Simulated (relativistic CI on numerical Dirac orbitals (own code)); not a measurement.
**Hyperfine structure of Lu XXXVI, mass number 175**

Calculated at this level of theory: Dirac-Coulomb-Breit CI, orbitals from a KLI potential per configuration, QED by a radiative potential, unscaled Slater integrals (own radial code, finite nucleus).

Configuration list (outside the closed core [Ar] 3d10): 4s2 4p6, 4s2 4p5 4d, 4s 4p6 4d, 4s2 4p5 4f, 4s 4p6 4f, 4s2 4p5 5s, 4p6 4d 4f, 4p6 4d2, 4p5 4d3, 4p5 4d2 4f, 4p5 4d2 5s, 4p6 4f2, 4p5 4d 4f2, 4p5 4f3, 4p5 4f2 5s. Double excitations out of closed p, d and f shells are left out; levels of such configurations are missing from the list, as are those of other unlisted configurations, and high levels can miss mixing partners.

Nuclear spin I = 7/2, μ = 2.2257 μN, Q = 3.49 b (tables of Stone and Pyykkö). The electronic factors are computed for point nuclear moments, without core polarisation or the Bohr-Weisskopf and QED corrections.

```csv
Level,E (eV),A (GHz),B (GHz)
4s2 4p5 4d 3P°_1,142.115,17.75,84.7
4s2 4p5 4d 3F°_3,145.173,22.35,-278
4s2 4p5 4d 3D°_2,146.516,22.11,-27.6
4s2 4p5 4d 3F°_4,156.996,14.96,-262
4s2 4p5 4d 3D°_3,164.750,12.96,118
4s2 4p5 4d 3F°_2,216.590,73.33,84.5
4s2 4p5 4d 1P°_1,239.228,-42.26,14.3
4s 4p6 4d 3D_1,311.886,-129.3,9.54
```

Levels with J = 0, under 50 % of one LS term, or S terms without an open s electron are left out. Small factors come from cancelling terms and can be off by tens of per cent or more.

At this charge energies of transitions that change n are usually good to better than 1 %, and those within a shell (Δn = 0) to a few per cent.

Give the hyperfine levels of 4s2 4p5 4d 3F°_2 relative to its centre of gravity.

With K = F(F + 1) − I(I + 1) − J(J + 1), E = AK/2 + B[¾K(K + 1) − I(I + 1)J(J + 1)]/[2I(2I − 1)J(2J − 1)]: F = 3/2: -614.7, F = 5/2: -469.1, F = 7/2: -244.1, F = 9/2: 81.33, F = 11/2: 534.4 GHz.

LS names give the leading component of a level, which can be under half, so a name can repeat, a term be missing and a line seem to break the LS rules.
